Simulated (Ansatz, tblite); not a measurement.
Removing an electron: TiS₃⁻. Charge -1, multiplicity 2. Geometry: PBE0-D4/def2-SVPD. Ansatz, gas phase; energy differences of separate SCF runs; the oxidised species is a triplet (the singlet lies 0.20 eV higher at PBE0-D4/def2-TZVPD).

Cartesian coordinates in Å:
```
Ti -0.0460 0.0204 0.0175
S 0.9821 1.9042 0.3109
S -0.9068 -0.4505 -1.9135
S -0.0292 -1.4742 1.5851
```

The xTB rows come from tblite. HOMO above LUMO, or a gap near zero within one spin, warns that the state may not be the lowest or that an electron is smeared out. The order of the spin states hangs on the level: the singlet lies 0.17 eV below the triplet at PBE-D4/def2-TZVPD, but 0.05 eV above it at r2SCAN-D4/def2-TZVPD. The singlet is doubtful at r2SCAN-D4/def2-TZVPD (restricted singlet with a triplet 0.05 eV lower at the same geometry). The structure comes from a short search, and lower isomers may exist.

| level | −HOMO (eV) | vertical IE (eV) | −LUMO (eV) | HOMO–LUMO gap (eV) | remarks |
| --- | --- | --- | --- | --- | --- |
| GFN1-xTB | – | 8.59 | – | – | – |
| GFN2-xTB | – | 8.82 | – | – | – |
| PBE-D4/def2-TZVPD | 1.95 | 4.39 | 1.06 | 0.90 | gap within one spin near zero (triplet) |
| r2SCAN-D4/def2-TZVPD | 2.13 | 4.44 | 1.07 | 1.06 | – |
| PBE0-D4/def2-TZVPD | 2.81 | 4.47 | 0.51 | 2.31 | – |

  HOMO and LUMO are the levels of the spin that leaves or enters (xTB has no such levels and no spin-polarisation term). Other spin states of the ions may lie lower, which would lower the ionisation energy or raise the affinity. Raw xTB energy differences between charge states are shifted by several eV; the methods need an empirical correction for them.
